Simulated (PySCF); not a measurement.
A structure optimised at PBE-D3(BJ)/def2-SVP, used in a PySCF frequency run:

```
Al
O 1 1.7260
H 2 0.9698 1 123.87
C 1 1.9554 2 116.24 3 -179.19
H 4 1.1089 1 111.10 2 -12.14
H 4 1.1100 5 108.47 1 123.31
H 4 1.1110 5 107.77 6 115.24
P 1 2.3570 2 120.58 3 4.39
H 8 1.4428 1 92.85 2 -44.26
H 8 1.4430 9 93.20 1 91.17
```
Charge 0, spin multiplicity 1.

Task: Write its SMILES and formula.

Result: [CH3][Al]([OH])[PH2], CH6AlOP

Task: What are its rotational constants (standard atomic weights)?

Result: 5.5683, 2.5728, 1.8031 GHz
